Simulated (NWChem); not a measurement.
System: Si2H4O3; SMILES O[SiH]1O[SiH2]O1

```xyz
9

O      0.5261     2.1334     0.0000
Si    -0.4319     0.8021     0.0000
O     -0.0969    -0.3549    -1.1916
Si     0.2051    -1.5196     0.0000
O     -0.0969    -0.3549     1.1916
H      1.4856     2.0032     0.0000
H     -1.8050     1.3239     0.0000
H     -0.7619    -2.6415     0.0000
H      1.5976    -2.0293     0.0000
```
Atoms are numbered in this order, from 1.

Results from NWChem. All runs use the structure optimised with B3LYP/6-31G* (spherical d). Total energies of different functionals are on different scales.

| level | energy (Ha) | highest occupied level (eV) | orbital gap (eV) | dipole (D) |
|---|---|---|---|---|
| B3LYP/def2-SVP | -806.9212 | -8.67 | 8.62 | 1.39 |
| PBE/def2-SVP | -806.3421 | -7.35 | 6.57 | 1.34 |
| OLYP/def2-SVP | -806.8010 | -7.24 | 6.70 | 1.32 |
| KT2/def2-SVP | -815.1432 | -7.48 | 6.54 | 1.30 |
| BHandHLYP/def2-SVP | -806.7784 | -10.37 | 11.50 | 1.47 |
| N12/def2-SVP | -806.7182 | -7.28 | 6.71 | 1.36 |
| TPSSh/def2-SVP | -806.9206 | … | … | 1.38 |

Problem. Complete the blanks.

Solution. 
- TPSSh/def2-SVP, highest occupied level (eV): -8.18
- TPSSh/def2-SVP, orbital gap (eV): 7.95
